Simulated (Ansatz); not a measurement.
One change: `[SiH3]B[CH2][InH2]` becomes `B[SiH2]CB[SiH3]`.

Ansatz, PBE0-D4/def2-TZVP geometries, multiplicity 1. Each molecule was computed in one conformer, which needn't be the lowest.

Elements past krypton have def2 core potentials.

| property | `[SiH3]B[CH2][InH2]` |
| --- | --- |
| HOMO energy (B3LYP/def2-TZVPP) / eV | -7.39 |
| HOMO–LUMO gap (B3LYP/def2-TZVPP) / eV | 5.63 |
| HOMO–LUMO gap (PBE/def2-TZVPP) / eV | 4.22 |
| size of the dipole moment (ωB97M-V/def2-TZVPP) / D | 0.82 |
| LUMO energy (ωB97M-V/def2-TZVPP) / eV | 0.07 |
| HOMO energy (PBE0/def2-TZVPP) / eV | -7.61 |

Task: Give the same properties after the change, and the shifts. (Estimate.)

Result: Ansatz gave: 
```json
{"property": "HOMO energy (B3LYP/def2-TZVPP) / eV", "`B[SiH2]CB[SiH3]`": "-7.50", "shift": "-0.11"}
{"property": "HOMO–LUMO gap (B3LYP/def2-TZVPP) / eV", "`B[SiH2]CB[SiH3]`": "5.40", "shift": "-0.23"}
{"property": "HOMO–LUMO gap (PBE/def2-TZVPP) / eV", "`B[SiH2]CB[SiH3]`": "3.71", "shift": "-0.51"}
{"property": "size of the dipole moment (ωB97M-V/def2-TZVPP) / D", "`B[SiH2]CB[SiH3]`": "1.51", "shift": "0.69"}
{"property": "LUMO energy (ωB97M-V/def2-TZVPP) / eV", "`B[SiH2]CB[SiH3]`": "-0.04", "shift": "-0.11"}
{"property": "HOMO energy (PBE0/def2-TZVPP) / eV", "`B[SiH2]CB[SiH3]`": "-7.66", "shift": "-0.05"}
```

With PBE0 the HOMO falls by 0.05 eV and the LUMO falls by 0.37 eV, so the gap narrows by about 0.32 eV. PBE moves the HOMO by 0.02 eV and ωB97M-V by -0.03 eV. Dipoles are sizes alone; their direction can turn.

B3LYP here is the variant with VWN-RPA as its local correlation; programs differ in this.
